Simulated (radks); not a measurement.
Isoelectronic series with 17 electrons, all held in the configuration [Ne] 3s2 3p5, which need not be the ground one along the series. Method: scalar-relativistic Kohn-Sham, PBE, spin-polarised, spherical densities, point nucleus; open shells are filled with parallel spins first; computed with a radial shooting solver on a logarithmic mesh with Libxc functionals. Total energies (hartree) and mean radii <r> (bohr):

\begin{tabular}{lrrrrr}
ion & E (hartree) & 3p down & 3p up & 3s down & 3s up \\ \hline
Cl & -461.44137 & 1.859 & 1.831 & 1.539 & 1.533 \\
Ar+ & -528.64942 & 1.561 & 1.547 & 1.371 & 1.366 \\
K2+ & -600.76592 & 1.359 & 1.350 & 1.236 & 1.232 \\
Ca3+ & -677.78786 & 1.209 & 1.203 & 1.125 & 1.122 \\
Sc4+ & -759.71834 & 1.092 & 1.087 & 1.033 & 1.031 \\
Ti5+ & -846.56403 & 0.9968 & 0.9934 & 0.9556 & 0.9534 \\
V6+ & -938.33400 & 0.9180 & 0.9152 & 0.8891 & 0.8872 \\
Cr7+ & -1035.03911 & 0.8514 & 0.8491 & 0.8314 & 0.8298 \\
Mn8+ & -1136.69171 & 0.7941 & 0.7922 & 0.7808 & 0.7794 \\
Fe9+ & -1243.30540 & 0.7443 & 0.7427 & 0.7361 & 0.7349 \\
Co10+ & -1354.89490 & 0.7006 & 0.6992 & 0.6963 & 0.6952 \\
Ni11+ & -1471.47598 & 0.6618 & 0.6606 & 0.6606 & 0.6596 \\
Cu12+ & -1593.06539 & 0.6272 & 0.6261 & 0.6284 & 0.6275 \\
\end{tabular}
